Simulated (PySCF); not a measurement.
TeHI, SMILES [TeH]I. Atoms are numbered in the order given.

```xyz
3

Te     0.0326    -1.3426     0.0000
H     -1.6223    -1.4670     0.0000
I     -0.0014     1.3449     0.0000
```

Geometry optimised at PBE0-D3(BJ)/def2-TZVP. The def2 effective core potentials stand for the cores of I, Te; spin–orbit coupling is left out.

All values below come from M06-2X/def2-TZVPD run with PySCF.

The molecule is in vacuum.

Computed frontier levels, gap, dipole moment and polarisability:
```yaml
highest_occupied_level: -7.55 eV
lowest_empty_level: -2.03 eV
orbital_gap: 5.52 eV
dipole_moment: 1.26 D
quadrupole, principal values (traceless, Buckingham form, about the centre of nuclear charge): -5.88, 0.36, 5.52 D·Å
mean_static_polarisability: 77.4 bohr³ (11.48 Å³)
polarisability_principal_values: 62.2, 63.5, 106.6 bohr³
```
